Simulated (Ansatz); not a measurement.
Basis sets compared for the cluster Be₄. Charge 0, multiplicity 1. Geometry B3LYP/def2-TZVP. Ansatz on 4 threads of Arm Neoverse V1 on a shared host; times are rough, and most runs start from earlier orbitals.

```tsv
atom	x (Å)	y (Å)	z (Å)
Be1	-0.1936	0.3794	-1.1784
Be2	0.1174	-1.2473	0.0230
Be3	-0.9717	0.3416	0.7136
Be4	1.0479	0.5262	0.4418
```

The structure comes from a short search, and lower isomers may exist.

Binding counts from free atoms (Be singlet) in the same basis, without a counterpoise term.

| level | functions | energy (Eh) | HOMO (eV) | LUMO (eV) | binding per atom (eV) | wall time |
| --- | --- | --- | --- | --- | --- | --- |
| PBE/def2-SVP | 36 | -58.6408 | -5.26 | -3.66 | 1.32 | 0.25 s |
| PBE/def2-TZVP (with forces) | 76 | -58.7043 | -5.29 | -3.66 | 1.30 | 0.4 s |
| r2SCAN/def2-TZVP | 76 | -58.7838 | -5.41 | -3.56 | 1.31 | 0.8 s |
| PBE0/def2-SVP | 36 | -58.6531 | -5.97 | -2.94 | 1.22 | 0.25 s |
| PBE0/def2-TZVP | 76 | -58.7177 | -6.00 | -2.94 | 1.20 | 0.45 s |

Estimate the rows for PBE/def2-TZVPD, r2SCAN/def2-TZVPD, PBE0/def2-TZVPD.


```
            level  functions  energy (Eh)  HOMO (eV)  LUMO (eV)  binding per atom (eV)  wall time
   PBE/def2-TZVPD         88     -58.7044      -5.29      -3.67                   1.30      0.4 s
r2SCAN/def2-TZVPD         88     -58.7839      -5.41      -3.56                   1.31     0.85 s
  PBE0/def2-TZVPD         88     -58.7178      -6.00      -2.94                   1.20      0.4 s
```
